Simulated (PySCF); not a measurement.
Delta-SCF ions had no search for a lower state. Excitations are Tamm–Dancoff values on a coarser integration grid. The basis has no diffuse functions, so Rydberg states are missing or too high.

Cartesian coordinates (Å):
SMILES: C#CB(O)O
```xyz
8

C      2.1101    -0.1996    -0.4522
C      0.9086    -0.1796    -0.3740
B     -0.6200    -0.0879    -0.2643
O     -1.2475     1.1073    -0.0391
O     -1.3668    -1.2153    -0.3930
H      3.1706    -0.2338    -0.5238
H     -0.6432     1.8514     0.0388
H     -2.3118    -1.0426    -0.3071
```
Charge 0, spin multiplicity 1.

**Question.** Estimate the LUMO, brightest of the four lowest singlets (TDA), T1 excitation (TDA), S1 excitation (TDA), dipole moment, vertical ionisation energy (Delta-SCF), S1–T1 gap (TDA) and total energy that ωB97X-D3(BJ)/def2-TZVP // B3LYP-D3(BJ)/def2-TZVP (PySCF) returns for this input.

**Answer.** 
```
Property                                            Value
-------------------------------------------  ------------
LUMO                                              1.67 eV
brightest of the four lowest singlets (TDA)       8.66 eV
T1 excitation (TDA)                               5.08 eV
S1 excitation (TDA)                               5.83 eV
dipole moment                                      1.52 D
vertical ionisation energy (Delta-SCF)           10.98 eV
S1–T1 gap (TDA)                                   0.75 eV
total energy                                 -253.5443 Ha
```
